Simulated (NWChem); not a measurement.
## Total energies of H₄AsSi

```
Si
H 1 1.4939
H 1 1.4965 2 108.87
H 1 1.4966 2 108.85 3 118.17
As 1 2.3680 2 109.05 4 120.85
H 5 1.5314 1 90.39 2 179.40
```
Charge 0, spin multiplicity 2.

Program: NWChem. Structure: optimised with UPBE0/def2-SVP, a minimum by its harmonic frequencies.

Basis set: 3-21G (43 functions).

```json
[
 {"method": "UHF", "total energy (Ha)": "-2513.11036", "relative cost": "1"},
 {"method": "UMP2", "total energy (Ha)": "-2513.21017", "relative cost": "under 3"},
 {"method": "UB2PLYP", "total energy (Ha)": "-2514.81749", "relative cost": "under 3"},
 {"method": "UPBE", "total energy (Ha)": "-2514.90952", "relative cost": "under 3"},
 {"method": "UB3LYP", "total energy (Ha)": "-2515.47719", "relative cost": "under 3"},
 {"method": "ULC-wPBE (omega 0.3 per bohr)", "total energy (Ha)": "-2514.96728", "relative cost": "under 3"}
]
```

Total energies of different functionals aren't comparable as a measure of quality: only differences taken within one method are. Costs are rough ratios of processor time within this set of runs, SCF included, with UHF as 1.

The Hamiltonian is non-relativistic. The correlated methods keep 14 core orbitals frozen. B3LYP has NWChem's definition, with VWN1-RPA local correlation. GW and range-separated runs recompute their integrals, the others keep them in memory, which bears on the times. The structure started from a generated list of species. No SCF solution was tested for a lower state. Open-shell Hartree-Fock references start from PBE0 orbitals; any time given for them includes that run.
